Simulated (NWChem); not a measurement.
System: SiNH3F2; SMILES N[SiH](F)F

Input file for NWChem:

```
start job
memory heap 200 mb stack 900 mb global 1100 mb
geometry units angstroms noautoz
  Si     0.314636     0.072964     0.004897
  N     -0.096145    -1.565979    -0.099814
  F     -0.095354     0.806740    -1.372093
  F     -0.507255     0.891478     1.132283
  H      1.753904     0.227615     0.288604
  H     -1.007025    -1.891006    -0.401158
  H      0.420167    -2.273495     0.407514
end
basis spherical
  Si library def2-svp
  N library def2-svp
  F library def2-svp
  H library def2-svp
end
dft
  xc becke97-d
  disp vdw 2
  iterations 150
  mulliken
end
task dft energy
```

The geometry was optimised at PBE0/def2-SVP.

### Question
What results follow from this input? (B97-D/def2-SVP.) Quantities: energy (Ha); highest occupied level (eV); orbital gap (eV); dipole (D).

### Answer
```json
{
 "energy (Ha)": "-545.45",
 "highest occupied level (eV)": "-6.54",
 "orbital gap (eV)": "7.13",
 "dipole (D)": "2.73"
}
```
